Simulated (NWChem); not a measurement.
Species: CH6FNSi; SMILES N[Si@@H](C)F

```xyz
10

C     -0.0338    -1.7358     0.1825
Si    -0.0709     0.0526    -0.3267
N      1.4276     0.7991     0.0379
F     -1.3333     0.7351     0.4624
H      0.7470    -2.2864    -0.3636
H      0.1692    -1.8307     1.2613
H     -1.0032    -2.2179    -0.0154
H     -0.3466     0.2715    -1.7723
H      1.8832     0.6434     0.9301
H      1.6521     1.7167    -0.3295
```
Atoms are numbered in this order, from 1.

Program: NWChem. Pople sets run with spherical d functions. The geometry was optimised at PBE0/def2-SVP. GIAO values for the isolated, static molecule; σ is the absolute isotropic shielding, δ = σ(reference) − σ with the isolated reference molecule computed at the same levels (13C: tetramethylsilane, 19F: trichlorofluoromethane, 1H: tetramethylsilane, 15N: ammonia, 29Si: tetramethylsilane).

```json
[
 {"level": "BHandHLYP/pcSseg-1", "δ C1 (ppm)": "-2.6", "δ Si2 (ppm)": "___", "δ N3 (ppm)": "___", "δ F4 (ppm)": "___", "δ H8 (ppm)": "___", "δ H9 (ppm)": "___", "δ H10 (ppm)": "1.19"},
 {"level": "LDA (Slater exchange, VWN5)/pcSseg-1", "δ C1 (ppm)": "-3.1", "δ Si2 (ppm)": "0.8", "δ N3 (ppm)": "49.8", "δ F4 (ppm)": "-151.7", "δ H8 (ppm)": "5.22", "δ H9 (ppm)": "1.09", "δ H10 (ppm)": "1.31"},
 {"level": "PBE/pcSseg-1", "δ C1 (ppm)": "-2.8", "δ Si2 (ppm)": "-5.4", "δ N3 (ppm)": "42.1", "δ F4 (ppm)": "-153.2", "δ H8 (ppm)": "4.96", "δ H9 (ppm)": "0.95", "δ H10 (ppm)": "1.17"},
 {"level": "B3LYP/6-311G**", "δ C1 (ppm)": "-2.8", "δ Si2 (ppm)": "-6.0", "δ N3 (ppm)": "40.1", "δ F4 (ppm)": "-153.8", "δ H8 (ppm)": "4.80", "δ H9 (ppm)": "0.86", "δ H10 (ppm)": "1.04"}
]
```

Fill in the missing entries.


- BHandHLYP/pcSseg-1, δ Si2 (ppm): -10.2
- BHandHLYP/pcSseg-1, δ N3 (ppm): 33.0
- BHandHLYP/pcSseg-1, δ F4 (ppm): -128.1
- BHandHLYP/pcSseg-1, δ H8 (ppm): 4.46
- BHandHLYP/pcSseg-1, δ H9 (ppm): 0.99
